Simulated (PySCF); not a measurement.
# `CN(C)C(=C=CC#N)C#N`, C7H7N3

Geometry (Å), atoms numbered from 1 in this order:
```xyz
17

C    -2.452    0.084   -0.601
N    -1.279    0.083    0.243
C    -0.953   -1.159    0.894
C    -0.212    0.895   -0.085
C     1.067    0.644    0.184
C     2.332    0.463    0.492
C     3.270   -0.142   -0.406
N     4.045   -0.636   -1.113
C    -0.495    2.153   -0.730
N    -0.717    3.162   -1.253
H    -2.338   -0.565   -1.490
H    -2.673    1.104   -0.944
H    -3.315   -0.272   -0.020
H    -0.270   -0.971    1.736
H    -1.872   -1.614    1.288
H    -0.464   -1.883    0.214
H     2.733    0.767    1.471
```

Level of theory: PySCF, quadratic response CAM-B3LYP/aug-cc-pVDZ first hyperpolarisability, Taylor convention, gas phase. Geometry: PBE0-D3(BJ)/def2-SVP.

(1) Give the tensor of the second harmonic β(−2ω;ω,ω) at 1907 nm in the axes of these coordinates.

Results:

(1) In au, Taylor convention; rows are the first index (the induced dipole):
```
       xx     yy     zz      xy     xz     yz
x  -213.3  -13.0  +16.0  -149.7  +65.4   -7.8
y  -139.6  +29.8  +37.8   -13.8   -7.2  +43.1
z   +60.9  +43.3  +26.7    -8.2  +15.6  +37.7
```
Norm of βᵢ = ⅓ Σⱼ (βᵢⱼⱼ + βⱼᵢⱼ + βⱼⱼᵢ): 262.1 au, hyper-Rayleigh value 134.3 au.
